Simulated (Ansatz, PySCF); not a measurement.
B(H)(Br)(OEt) (C2H6BBrO), SMILES O(BBr)CC. Atoms are numbered in the order given.

```xyz
11

B     -0.5357    -0.3578     0.2099
H     -1.3331    -1.2446     0.3999
Br     0.8110    -0.0326     1.5365
O     -0.5483     0.4072    -0.8791
C     -1.4881     0.2320    -1.9285
C     -0.7988    -0.2679    -3.1755
H     -2.2820    -0.4637    -1.6068
H     -1.9533     1.2141    -2.1075
H     -0.3622    -1.2647    -3.0119
H     -1.5179    -0.3383    -4.0052
H      0.0089     0.4166    -3.4732
```
Charge 0, spin multiplicity 1.

Geometry optimised at PBE0-D3(BJ)/def2-SVP. The structure was generated by enumeration, and PubChem lists no compound with its InChIKey, so it may never have been made. Other conformers were not sampled.

Two levels are set side by side: PBE-D3(BJ)/def2-SVP (Ansatz, a quantum-chemistry and plane-wave program) and PBE0-D3(BJ)/def2-SVP (Ansatz). Each level has its own optimised geometry; the coordinates shown are those of the second. Frequencies come from the Hessian of PySCF at each geometry. Differences are taken from unrounded values.

```
quantity                            PBE0-D3(BJ)
----------------------------------  -----------
mean bond length (Å)                      1.289
bond B1–Br3 (Å)                           1.918
bond B1–O4 (Å)                            1.331
bond O4–C5 (Å)                            1.420
bond C5–C6 (Å)                            1.510
bond B1–H2 (Å)                            1.208
bond C5–H7 (Å)                            1.103
bond C5–H8 (Å)                            1.101
bond C6–H9 (Å)                            1.100
bond C6–H10 (Å)                           1.100
bond C6–H11 (Å)                           1.100
highest harmonic wavenumber (cm⁻¹)         3171
mean harmonic wavenumber (cm⁻¹)            1383
zero-point energy (kcal/mol)              53.38
```

Task: What does PBE-D3(BJ) give, and how far is it from PBE0-D3(BJ)? (An estimate is asked for; the answer gives what the named calculation found.)

Result: 
| quantity | PBE-D3(BJ) | PBE-D3(BJ) minus PBE0-D3(BJ) |
|---|---|---|
| mean bond length (Å) | 1.299 | 0.010 |
| bond B1–Br3 (Å) | 1.928 | 0.010 |
| bond B1–O4 (Å) | 1.343 | 0.012 |
| bond O4–C5 (Å) | 1.436 | 0.017 |
| bond C5–C6 (Å) | 1.518 | 0.009 |
| bond B1–H2 (Å) | 1.216 | 0.009 |
| bond C5–H7 (Å) | 1.112 | 0.009 |
| bond C5–H8 (Å) | 1.110 | 0.009 |
| bond C6–H9 (Å) | 1.109 | 0.008 |
| bond C6–H10 (Å) | 1.108 | 0.008 |
| bond C6–H11 (Å) | 1.108 | 0.008 |
| highest harmonic wavenumber (cm⁻¹) | 3080 | -91 |
| mean harmonic wavenumber (cm⁻¹) | 1337 | -46 |
| zero-point energy (kcal/mol) | 51.60 | -1.78 |

Exact exchange shortens and stiffens bonds; PBE has none. Differences between two approximate levels are no errors against the true value.
